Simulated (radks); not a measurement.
Question: Successive ionisation energies (eV) of one element, from differences of total energies of ions in their ground configurations, starting at charge 0: 6.247, 12.308, 25.797, 44.923, 79.513, 94.767, 110.32, 131.59, 148.58, 165.79, 183.93, 213.16, 262.06. Method: scalar-relativistic Kohn-Sham, PBE, spin-polarised, spherical densities, point nucleus; open shells are filled with parallel spins first (spin-orbit coupling, left out, can overturn this in heavy ions); computed with a radial shooting solver on a logarithmic mesh with Libxc functionals. Which element is it?

Answer: Thulium (Z = 69). The first species listed is Tm in [Xe] 4f13 6s2, the last Tm12+ in [Kr] 4d10 4f9 5s2.
